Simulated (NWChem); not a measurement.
ZrH$_{2}$F$_{2}$; SMILES [ZrH2]([F])[F]

```xyz
5

Zr     0.0000     0.0000    -0.1913
F      1.5839     0.0000     0.8330
F     -1.5839     0.0000     0.8330
H      0.0000    -1.5094    -1.2580
H      0.0000     1.5094    -1.2580
```
Atoms are numbered in this order, from 1.

Level: PBE0/def2-SVP with def2 effective core potentials on Zr (NWChem), optimised geometry, unscaled harmonic frequencies. def2 effective core potentials on Zr; no spin-orbit coupling.

```csv
frequency (cm⁻¹),IR intensity (km/mol)
158,15.7
312,62.4
501,107.4
504,0.0
589,100.8
710,155.0
739,284.4
1717,505.7
1749,215.0
```

- zero-point energy = 10.0 kcal/mol
- thermal correction to the enthalpy at 298.15 K (with zero-point energy) = 13.5 kcal/mol
- heat capacity Cv = 14.7 cal/(mol K)
- entropy at 298.15 K and 1 atm (symmetry number 2) = 69.9 cal/(mol K)

Rigid rotor and harmonic oscillator.
